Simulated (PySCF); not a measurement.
Excitation energy of Se²⁺ by level of theory

Se²⁺ [Ar] 3d10 4s2 4p2 (3P) → Se²⁺ [Ar] 3d10 4s1 4p3 (5S), as a difference of total energies. Calculation: PySCF 2.14, in x2c-QZVPPall (11s8p5d4f1g, 97 functions); the spin-free X2C one-electron Hamiltonian (Gaussian nucleus). Correlated levels: valence: [Ar] 3d10 frozen; valence and next inner shell: [Ne] frozen. The calculations carry no spin-orbit coupling.

```csv
method,excitation energy (cm⁻¹)
UHF,51092
LDA,74222
PBE,72250
B2PLYP,69326
CAM-B3LYP,73645
B97-3,72738
BHandHLYP,70212
ROHF,50601
MP2 (valence),59935
SCS-MP2 (valence),63823
MP2 (valence and next inner shell),64241
SCS-MP2 (valence and next inner shell),67264
```

Task: Estimate what PBE0 gives.

Result: 68320 cm⁻¹, closest to B2PLYP among the rows shown.

Task: Estimate what r2SCAN gives.

Result: 64431 cm⁻¹, closest to MP2 (valence and next inner shell) among the rows shown.

A first-order spin-orbit estimate (lowest level to lowest level, LS coupling) adds 0.297 eV.
